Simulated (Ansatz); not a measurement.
Mulliken charges of `[OH][Sn]([F])([F])[Br]` from r2SCAN/def2-TZVPP in Ansatz (PBE0-D4/def2-TZVP geometry).

```csv
atom,x (Å),y (Å),z (Å),charge (e)
O1,-0.508,0.064,1.500,-0.495
Sn2,-0.079,-0.013,-0.375,1.424
F3,-1.653,0.495,-1.280,-0.438
F4,0.253,-1.809,-0.879,-0.441
Br5,1.796,1.350,-1.086,-0.256
H6,0.234,-0.151,2.074,0.206
```

Problem. By hand: the dipole of these point charges (1 e Å = 4.8032 D).

Solution. Σ q r = (0.340, 0.154, 0.377) e Å, of length 0.531 e Å = 2.55 D.

Problem. How does the dipole of the full density compare? (An estimate is asked.)

Solution. Ansatz gave: (0.434, 0.152, 0.349) e Å, 2.77 D; the point charges give 0.92 times that, at 9° from its direction.

Point charges leave out the atoms' own dipoles, such as those of lone pairs, and Mulliken's split depends on the basis, so the close match here is no proof of good charges.
